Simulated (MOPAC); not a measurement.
A run for MOPAC: PM6 on LiN-, 2S+1 = 4, a spin state set in the input, which need not be the lowest, a point of a bond scan (R = 2.116 Å). Charge -1.

```
PM6 1SCF PRECISE CHARGE=-1 UHF MS=1.5 THREADS=1
LiN

Li     0.00000000 1     0.00000000 1     0.00000000 1
N      0.00000000 1     0.00000000 1     2.11625200 1
```

Output:

```
*******************************************************************************
 **                                                                           **
 **                              MOPAC v23.2.5                                **
 **                                                                           **
 *******************************************************************************
 ** MOPAC's Digital Object Identifier: https://doi.org/10.5281/zenodo.6511958 **
 **                                                                           **
 ** Please cite the open-source release paper for use of this MOPAC version:  **
 ** J. E. Moussa and J. J. P. Stewart (2026)                                  **
 ** MOPAC: An open-source semiempirical molecular orbital program             **
 ** J. Open Source Softw., 11(119), 8025, https://doi.org/10.21105/joss.08025 **
 *******************************************************************************

                              PM6 CALCULATION RESULTS

 *******************************************************************************
 *  PM6        - The PM6 Hamiltonian to be used
 *  UHF        - UNRESTRICTED HARTREE-FOCK CALCULATION
 *
 *
 *
 *                 CHARGE ON SYSTEM = -1
 *
 *
 *
 *  MS=        - IN MECI, MAGNETIC COMPONENT OF SPIN =  1.5
 *  PRECISE    - TIGHTER CRITERIA TO BE USED
 *  1SCF       - DO 1 SCF AND THEN STOP
 *  THREADS=1  - MULTI-THREADING NOT USED
 *  T=         - A TIME OF 172800.0 SECONDS REQUESTED
 *  DUMP=N     - RESTART FILE WRITTEN EVERY 7200.0 SECONDS REQUESTED
 *******************************************************************************
PM6 1SCF PRECISE CHARGE=-1 UHF MS=1.5 THREADS=1
 LiN

   ATOM   CHEMICAL          X               Y               Z
  NUMBER   SYMBOL      (ANGSTROMS)     (ANGSTROMS)     (ANGSTROMS)

     1      Li          0.00000000  *   0.00000000  *   0.00000000  *
     2       N          0.00000000  *   0.00000000  *   2.11625200  *



          CARTESIAN COORDINATES

    NO.       ATOM           X           Y           Z

     1        Li          0.0000      0.0000      0.0000
     2         N          0.0000      0.0000      2.1163

 General Reference for PM6:
 "Optimization of Parameters for Semiempirical Methods V: Modification of NDDO Approximations
 and Application to 70 Elements", J. J. P. Stewart, J. Mol. Mod., 13, 1173-1213 (2007)
 URL: https://link.springer.com/article/10.1007/s00894-007-0233-4

           Empirical Formula: N Li  =     2 atoms



      MOLECULAR POINT GROUP   :   C*v


          UHF CALCULATION, NO. OF ALPHA ELECTRONS =    5
                           NO. OF BETA  ELECTRONS =    2

 -------------------------------------------------------------------------------
 PM6 1SCF PRECISE CHARGE=-1 UHF MS=1.5 THREADS=1
 LiN



     1SCF WAS SPECIFIED, SO BFGS WAS NOT USED
     SCF FIELD WAS ACHIEVED


                              PM6 CALCULATION
                                                       MOPAC v23.2.5 Linux




          FINAL HEAT OF FORMATION =        206.64590 KCAL/MOL =     864.60646 KJ/MOL


          COSMO AREA              =         75.65 SQUARE ANGSTROMS
          COSMO VOLUME            =         57.70 CUBIC ANGSTROMS

          IONIZATION POTENTIAL    =         -3.143029 EV
          ALPHA SOMO LUMO (EV)    =          3.143 10.952
          BETA  SOMO LUMO (EV)    =          0.126  9.452
          NO. OF ALPHA ELECTRONS  =          5
          NO. OF BETA  ELECTRONS  =          2
          MOLECULAR WEIGHT        =         20.9467         POINT GROUP:  C*v

          MOLECULAR DIMENSIONS (Angstroms)

            Atom       Atom       Distance
            N     2   Li     1     2.11625
            N     2   Li     1     0.00000
           Li     1    N     2     0.00000


          SCF CALCULATIONS        =          1





   ATOM   CHEMICAL          X               Y               Z
  NUMBER   SYMBOL      (ANGSTROMS)     (ANGSTROMS)     (ANGSTROMS)

     1      Li          0.00000000  *   0.00000000  *   0.00000000  *
     2       N          0.00000000  *   0.00000000  *   2.11625200  *

                             CARTESIAN COORDINATES

   1   Li        0.000000000     0.000000000     0.000000000
   2    N        0.000000000     0.000000000     2.116252000


           Empirical Formula: N Li  =     2 atoms



      MOLECULAR POINT GROUP   :   C*v


          ALPHA EIGENVALUES
 -15.69897  -3.98015  -3.86311  -1.86345   3.14303  10.95208  11.09577  19.67713


           BETA EIGENVALUES
  -9.98277   0.12631   9.45211   9.69642  12.20859  12.39235  14.69729  21.40676


              NET ATOMIC CHARGES AND DIPOLE CONTRIBUTIONS

  ATOM NO.   TYPE          CHARGE      No. of ELECS.   s-Pop       p-Pop
    1         Li          -0.017512        1.0175     0.01390     1.00361
    2          N          -0.982488        5.9825     1.99145     3.99104
 DIPOLE           X         Y         Z       TOTAL
 POINT-CHG.     0.000     0.000    -3.190     3.190
 HYBRID        -0.000    -0.000     0.008     0.008
 SUM           -0.000    -0.000    -3.182     3.182


          ATOMIC ORBITAL ELECTRON POPULATIONS

     Atom    s        px        py        pz
    1 Li   0.01390   1.00009   0.00009   0.00342
    2  N   1.99145   1.99991   0.99991   0.99123


                    (SZ)    =    1.500000
                    (S**2)  =    3.750044


          ATOMIC ORBITAL SPIN POPULATIONS

    Atom   Total    s     px     py     pz
         Atomic
    1 Li  1.0079  0.005  1.000  0.000  0.003
    2  N  1.9921  0.001  0.000  1.000  0.991

 **********************
 *                    *
 * JOB ENDED NORMALLY *
 *                    *
 **********************




 == MOPAC DONE ==
```

The run finished.

Cost: around 0.010 core-seconds (rough).
